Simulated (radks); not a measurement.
Results of a calculation; reference values are marked as such.
Q: Valence configurations of Hg IV (all share [Xe]). Code: a radial shooting solver on a logarithmic mesh with Libxc functionals. Model: Dirac Kohn-Sham, PBEsol, spin-unpolarised, spherical densities, finite nucleus; open shells are shared between the two j in proportion to 2j + 1; Fermi nuclear charge, rms radius 5.4648 fm. Order these by energy: 4f13.5 5d9 6s0.5; 4f14 5d8 6p1; 4f14 5d8 6s1; 4f12 5d8 6s2 6p1; 4f14 5d7 6s2; 4f12 5d9 6p2; 4f13 5d9 6p1; 4f14 5d9; 4f13 5d8 6s2; 4f13 5d9 6s1.

A: From the lowest, in eV above it: 4f14 5d9 0.000; 4f14 5d8 6s1 9.096; 4f14 5d8 6p1 19.581; 4f14 5d7 6s2 19.666; 4f13.5 5d9 6s0.5 49.808; 4f13 5d9 6s1 103.36; 4f13 5d9 6p1 114.02; 4f13 5d8 6s2 115.38; 4f12 5d9 6p2 244.78; 4f12 5d8 6s2 6p1 249.04. NIST lists [Xe] 4f14 5d9 as the ground configuration; this level of theory agrees among the configurations tried. The energies are those of spherical spin-averaged densities, not of single terms.
